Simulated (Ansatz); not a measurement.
The same path of BrH + Cl2H6Si3 (13 atoms, charge 0, multiplicity 1) was run 3 times with different band settings. Lost on the way: Si1–Cl2, Br12–H13. Made: Si1–Br12, Cl2–H13.

Theory: RKS PBE/def2-SVP (Ansatz).

Relaxed end points:

```xyz
13
Properties=species:S:1:pos:R:3
Si 0.198 -0.062 -0.347
Cl -0.037 -0.550 1.703
Si 2.523 -0.018 -0.722
H 3.094 -1.356 -0.346
H 2.782 0.261 -2.177
H 3.147 1.062 0.117
Si -1.064 1.879 -0.788
H -2.518 1.578 -0.570
H -0.607 2.982 0.129
H -0.818 2.281 -2.217
Cl -0.603 -1.620 -1.492
Br -3.739 0.350 2.334
H -2.372 -0.084 2.156
```

```xyz
13
Properties=species:S:1:pos:R:3
Si -0.450 -0.101 -0.751
Cl 0.555 1.178 2.551
Si 1.868 -0.428 -0.365
H 2.094 -1.226 0.887
H 2.397 -1.190 -1.551
H 2.565 0.901 -0.281
Si -1.399 2.058 -0.784
H -2.769 1.928 -1.394
H -1.496 2.640 0.595
H -0.546 2.940 -1.657
Cl -0.898 -0.928 -2.627
Br -1.609 -1.302 0.823
H -0.326 0.231 2.334
```

Common settings: movable images 7; climbing image yes; optimiser quadratic models (default); force threshold 0.03 eV/Å; iteration limit 60; end points relaxed.

| run | spring | start path |
| --- | --- | --- |
| 1 | 5.0 eV/Å² | through a guess of the saddle point |
| 2 | 0.5 eV/Å² | through a guess of the saddle point |
| 3 | 5.0 eV/Å² | straight line |

Question: What does each run give, and how far can it be trusted?

Answer: Run 1: converged after 23 iterations, highest image 1.177 eV above the first end. A vibrational analysis at the climbing image gives one clearly imaginary mode, 268i cm⁻¹: a first-order saddle point.
Run 2: converged after 18 iterations, highest image 1.177 eV above the first end. Another band between the same ends (7 images) ends at a top of the same energy, where a vibrational analysis finds 1 clearly imaginary mode.
Run 3: converged after 21 iterations, highest image 1.177 eV above the first end. Another band between the same ends (7 images) ends at a top of the same energy, where a vibrational analysis finds 1 clearly imaginary mode.
The orbitals stay closed-shell, which can raise the energy where a bond breaks towards radicals; this wasn't checked here.
